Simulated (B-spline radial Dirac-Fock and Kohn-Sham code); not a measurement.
# Pb⁺ 3d5/2: cross section and angular parameters

System: lead as Pb⁺ in the configuration [Xe] 4f14 5d10 6s2 6p1; threshold 2496.4 eV (orbital energy of the model). Method: Dirac-Hartree-Slater photoionisation with a Latter tail; cross sections with all multipoles, angular parameters from the dipole term and its interference with E2. Computed with a radial finite-basis atomic code.

| hν (eV) | σ (kb) | β | γ | δ |
| --- | --- | --- | --- | --- |
| 2670 | 388 | 0.459 | -0.113 | -0.016 |
| 2984.4 | 291 | 0.765 | -0.245 | -0.021 |
| 3690 | 163 | 1.070 | -0.172 | 0.025 |
| 4250 | 109 | 1.164 | -0.012 | 0.049 |
| 4820 | 75.3 | 1.209 | 0.159 | 0.068 |
| 5414.7 | 53.1 | 1.229 | 0.331 | 0.083 |
| 6040 | 38.0 | 1.235 | 0.499 | 0.097 |
| 6120 | 36.4 | 1.235 | 0.519 | 0.099 |
| 6320 | 33.0 | 1.234 | 0.569 | 0.104 |
| 8047.8 | ? | ? | ? | ? |
| 12000 | 4.02 | 1.091 | 1.561 | 0.214 |
| 13200 | 2.89 | 1.057 | 1.703 | 0.237 |

Problem. Give the values at Cu Kα (8047.8 eV).

Solution. σ = 15.2 kb, β = 1.203, γ = 0.951, δ = 0.139.
